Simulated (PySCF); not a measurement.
Below is a simulated gas-phase C 1s photoelectron spectrum of `N(C)(C)c1occ(p1)C`.

Every computed line was given a Gaussian of 0.8 eV full width at half maximum and an area set by the number of equivalent atoms; the highest printed point is 100. The calculation used PySCF 2.14.0, delta-SCF UKS SCAN, pcX-2 on the ionised atom, pcseg-1 elsewhere, spin-free X2C.

```
binding energy (eV)  intensity
              288.7          0
              288.8          0
              288.9          1
              289.0          2
              289.1          4
              289.2          8
              289.3         12
              289.4         19
              289.5         25
              289.6         32
              289.7         37
              289.8         40
              289.9         41
              290.0         40
              290.1         40
              290.2         42
              290.3         46
              290.4         53
              290.5         62
              290.6         69
              290.7         73
              290.8         72
              290.9         68
              291.0         61
              291.1         54
              291.2         50
              291.3         51
              291.4         57
              291.5         68
              291.6         80
              291.7         91
              291.8         99
              291.9        100
              292.0         95
              292.1         85
              292.2         72
              292.3         57
              292.4         43
              292.5         30
              292.6         19
              292.7         12
              292.8          7
              292.9          4
              293.0          2
              293.1          1
              293.2          0
              293.3          0
```

Task: How many maxima does the curve show, and how many computed lines lie under it?

Result: The curve has 3 maxima (at 289.9, 290.7 and 291.9 eV). Under it lie 5 lines from 5 inequivalent carbon sites. At this width some lines have no maximum of their own.

Task: Decompose the envelope and assign each component. Numbering: `[CH3:1][c:2]1[cH:3][o:4][c:5]([N:6]([CH3:7])[CH3:8])[p:9]1`.

Result: 
```
position (eV)  relative area  line  atoms                        environment
       289.81              1  C 1s     C2        substituted aromatic carbon
       290.63              1  C 1s     C1               benzylic-type carbon
       290.85              1  C 1s     C3  aromatic CH next to a ring oxygen
       291.78              2  C 1s  C7/C8                    N-methyl carbon
       292.15              1  C 1s     C5   aromatic carbon bearing nitrogen
```

The listed C 1s values span 2.34 eV, from C2 (bonded to C (aromatic in the SMILES), C and P (aromatic in the SMILES)) to C5 (bonded to O (aromatic in the SMILES), N and P (aromatic in the SMILES)). The widest gap between neighbouring values is 0.93 eV, between 290.85 and 291.78 eV. Summing the Pauling electronegativity differences to the bonded atoms, each weighted by its formal bond order, gives -0.54 for the lowest site and +1.29 for the highest; no listed site has a larger sum than the highest. The smallest sum, -1.05, belongs to C1, 0.82 eV above the lowest.

Shake-up satellites, vibrational structure and lifetime widths aren't simulated. Topologically equivalent atoms share the value of their first member; where this conformer doesn't relate them by symmetry, their own values could differ. Geometry: PBE0-D3(BJ)/def2-SVP; no solvent, vibrations or thermal averaging.

On Arm Neoverse V2, one thread, shared host with 96 logical CPUs at a one-minute load of 57, this took 2.9 min wall and 0.65 GiB of memory at its peak.

The values belong to the conformer `[CH3:1][c:2]1[cH:3][o:4][c:5]([N:6]([CH3:7])[CH3:8])[p:9]1`: O4–C5–N6–C7 175°.
